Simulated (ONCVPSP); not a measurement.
**What the settings do to the ONCV potential of Ag**

Base potential:

silver, optimised norm-conserving Vanderbilt (ONCV), made with ONCVPSP 4.0.1 (LDA (Perdew-Zunger), scalar-relativistic). Core [Ar] 3d10, reference 4s2 4p6 4d10 5s0.5 (charge +0.5). Waves: 4s+5s: rc 1.65 bohr, ncon 4, nbas 7, qcut 7.1 1/bohr, 2 projectors; 4p: rc 1.00 bohr, ncon 4, nbas 7, qcut 7.7 1/bohr, 2 projectors, debl 0.5 Ha; 4d: rc 1.55 bohr, ncon 3, nbas 8, qcut 11.5 1/bohr, 1 projector. Local part: polynomial inside 0.85 bohr (lpopt 5, dvloc0 2 Ha). Core correction: Teter function, fcfact 2.5, rcfact 1.4.

In the p channel the program set the typed energies aside and used -2.302, 0.250 Ha.

Cutoffs, loose and tight: the cutoffs (Ha) at which the residual kinetic energy of the hardest occupied pseudo-wave falls to 1 and 0.1 mHa per electron. They do not see the model core or the augmentation charge, which bear on the density cutoff. Test errors are all-electron minus pseudo excitation energies from the reference, over the configurations 4s2 4p6 4d10 5s1; 4s2 4p6 4d10 5s0; 4s2 4p6 4d9 5s0; 4s1 4p6 4d10 5s1. A dash means not determined; rows that change the core or the reference have their own tests.

```tsv
change	outcome	cutoff, loose	cutoff, tight	bound ghosts	GHOST(+) flags above zero	largest test error (meV)
base	generated, projector energies reset by the program	122 Ha	148 Ha	none	s	-384
s: rc 1.58	generated, projector energies reset by the program	122 Ha	148 Ha	none	s	-335
s: rc 1.94	generated, projector energies reset by the program	122 Ha	148 Ha	none	s	-571
s: rc 2.2	generated, projector energies reset by the program	122 Ha	148 Ha	none	s	-634
s: rc 2.42	generated, projector energies reset by the program	122 Ha	148 Ha	none	s	-634
```

Question: What comes out with this change to the base: s: rc 1.2?

Answer: outcome: generated, projector energies reset by the program; cutoff, loose: 122 Ha; cutoff, tight: 148 Ha; bound ghosts: none; GHOST(+) flags above zero: s; largest test error (meV): -98.

Question: What comes out with this change to the base: s: rc 1.8?

Answer: outcome: generated, projector energies reset by the program; cutoff, loose: 122 Ha; cutoff, tight: 148 Ha; bound ghosts: none; GHOST(+) flags above zero: s; largest test error (meV): -493.

Question: What comes out with this change to the base: s: rc 1.36?

Answer: outcome: generated, projector energies reset by the program; cutoff, loose: 122 Ha; cutoff, tight: 148 Ha; bound ghosts: none; GHOST(+) flags above zero: s; largest test error (meV): -181.

Reading the sweep of the s radius (base included, trends over the rows without a ghost): The loose cutoff stays near 122 Ha. The median size of the test errors (rows with all tests solved) stays near 1.4 meV.
